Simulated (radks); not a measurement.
Coulomb parameter of the 3d shell of the cobalt ion Co+ in the model configuration [Ar] 3d7 4s1, as a second difference U = [E(n + 0.5) + E(n - 0.5) - 2 E(n)] / (0.5)^2 with all orbitals relaxed. "Bare": the charge of the atom changes with n. "Screened": the 4s shell takes up the change at fixed total charge, which measures U(3d,3d) + U(4s,4s) - 2 U(3d,4s). Calculated with a radial shooting solver on a logarithmic mesh with Libxc functionals: scalar-relativistic Kohn-Sham, r2SCAN, spin-unpolarised, spherical densities, finite nucleus; meta-GGA in the generalised Kohn-Sham scheme; Fermi nuclear charge, rms radius 3.7875 fm. Estimate both.

Answer. U(bare) = 14.853 eV, U(screened by 4s) = 3.220 eV, against the Slater integral F0(3d,3d) = 24.451 eV with frozen orbitals.
